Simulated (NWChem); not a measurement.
C2H5N3Si; SMILES C(/N=C\[SiH2]N)#N

```xyz
11

N     -1.1272    -2.2447    -0.2041
C     -0.0963    -1.7232    -0.0226
N      1.1462    -1.2608     0.1919
C      1.4006     0.0054     0.1349
Si     0.1717     1.4475    -0.2204
N     -1.4450     1.1882     0.3087
H      2.4565     0.2425     0.3150
H      0.2234     1.6381    -1.6927
H      0.7266     2.6252     0.4920
H     -1.9764     0.4056    -0.0582
H     -1.6775     1.3519     1.2812
```
Atoms are numbered in this order, from 1.

Computed with NWChem. All runs use the structure optimised with B3LYP/6-31G* (spherical d).

For level PBE0/def2-TZVP:

| Quantity | Value |
|---|---|
| highest occupied level (eV) | -7.58 |
| orbital gap (eV) | 4.96 |
| dipole (D) | 3.86 |

Question: Estimate the same quantities for level LDA (Slater exchange, VWN5)/def2-TZVP.

Answer: 
* **highest occupied level (eV)**: -6.37
* **orbital gap (eV)**: 2.55
* **dipole (D)**: 3.74
